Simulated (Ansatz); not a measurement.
Mulliken charges of CH₄AlI (`[CH3][AlH][I]`) from r2SCAN/def2-TZVPP in Ansatz (PBE0-D4/def2-TZVP geometry).

| atom | x (Å) | y (Å) | z (Å) | charge (e) |
| --- | --- | --- | --- | --- |
| C1 | -0.778 | 0.467 | -0.321 | -0.381 |
| Al2 | 0.911 | -0.361 | 0.156 | 0.544 |
| I3 | 0.961 | -2.113 | 1.915 | -0.242 |
| H4 | -0.728 | 1.550 | -0.166 | 0.074 |
| H5 | -1.616 | 0.075 | 0.258 | 0.081 |
| H6 | -0.990 | 0.311 | -1.384 | 0.074 |
| H7 | 2.300 | 0.002 | -0.505 | -0.150 |

Q: By hand: the dipole of these point charges (1 e Å = 4.8032 D).

A: Σ q r = (-0.044, 0.281, -0.274) e Å, of length 0.395 e Å = 1.90 D.

Q: How does the dipole of the full density compare? (Estimate.)

A: The calculation gave: (-0.162, 0.248, -0.216) e Å, 1.76 D; the point charges give 1.08 times that, at 20° from its direction.

Point charges leave out the atoms' own dipoles, such as those of lone pairs, and Mulliken's split depends on the basis, so the two needn't agree.
